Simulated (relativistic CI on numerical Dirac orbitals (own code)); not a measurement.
Method of calculation: Dirac-Coulomb-Breit CI, KLI orbitals optimised for each configuration, a model potential for QED, unscaled Slater integrals (own radial code, finite nucleus).

Configurations in the expansion (outside the closed core [Kr] 4d10): 4f14 5s2 5p5, 4f13 5s2 5p6, 4f14 5s 5p6, 4f14 5s2 5p4 5d, 4f14 5s 5p5 5d, 4f14 5s2 5p4 5f, 4f13 5s2 5p5 5d, 4f14 5s2 5p4 6s, 4f14 5s2 5p4 5g, 4f14 5s 5p5 5f, 4f14 5s2 5p4 6p, 4f13 5s2 5p5 6s, 4f14 5p6 5d, 4f14 5s 5p5 5g, 4f14 5s 5p4 5d2, 4f14 5s2 5p3 5d 6p, 4f13 5s2 5p5 6p, 4f14 5s2 5p4 6d, 4f14 5s2 5p3 5d 5f, 4f14 5s 5p5 6s, 4f14 5s2 5p3 5d2, 4f14 5s2 5p2 5d3, 4f14 5s 5p3 5d3, 4f14 5s2 5p2 5d2 5f, 4f13 5s2 5p3 5d3, 4f14 5s2 5p3 6s2, 4f14 5s2 5p2 5d 6s2, 4f14 5s 5p3 5d 6s2, 4f14 5s2 5p2 5f 6s2, 4f13 5s2 5p3 5d 6s2. Double excitations out of closed p, d and f shells are left out; levels of such configurations are missing from the list, as are those of other unlisted configurations, and high levels can miss mixing partners. Some configurations lack a partner that the ground configuration has and come out too high, among them 4f14 5s2 5p4 6s, 4f14 5s2 5p4 5g, 4f14 5s 5p5 5f, 4f14 5s2 5p4 6p, 4f13 5s2 5p5 6s.

At this charge transitions that keep the count of f electrons are usually good to a few per cent. Levels and lines within the n = 5 or 6 shells can be off by up to 10 % or somewhat more, and those that change n by about 2 %, since core polarisation is missing. Levels that differ in their count of f electrons can be misplaced by several ten thousand cm⁻¹, since the correlation energy of f electrons is missing or only estimated; rates across such gaps can be off by orders of magnitude.

Outline of the computed level scheme of Ir XI. Lowest level of each configuration: 4f14 5s2 5p5 2P°_3/2 at 0.0000 eV; 4f13 5s2 5p6 2F°_7/2 at 27.0195 eV; 4f14 5s 5p6 2S_1/2 at 48.4121 eV; 4f14 5s2 5p4 5d 4D_3/2 at 50.1616 eV; 4f13 5s2 5p5 5d 4D_7/2 at 75.7851 eV.

Some strong electric-dipole decays among the lowest 45 levels: 4f14 5s2 5p4 5d 2D_5/2 → 4f14 5s2 5p5 2P°_3/2 (2.2e+11 s⁻¹); 4f14 5s2 5p4 5d 2S_1/2 → 4f14 5s2 5p5 2P°_3/2 (2.1e+11 s⁻¹); 4f14 5s2 5p4 5d 2P_3/2 → 4f14 5s2 5p5 2P°_3/2 (1.8e+11 s⁻¹); 4f13 5s2 5p5 5d 2P_1/2 → 4f14 5s2 5p5 2P°_1/2 (9.0e+10 s⁻¹); 4f14 5s2 5p4 5d 2D_3/2 → 4f14 5s2 5p5 2P°_1/2 (7.7e+10 s⁻¹); 4f14 5s2 5p4 5d 4F_5/2 → 4f14 5s2 5p5 2P°_3/2 (6.3e+10 s⁻¹); 4f14 5s2 5p4 5d 4P_1/2 → 4f14 5s2 5p5 2P°_3/2 (4.7e+10 s⁻¹); 4f14 5s2 5p4 5d 2D_3/2 → 4f14 5s2 5p5 2P°_3/2 (4.6e+10 s⁻¹).

LS names give the leading component of a level, which can be under half, so a name can repeat, a term be missing and a line seem to break the LS rules.
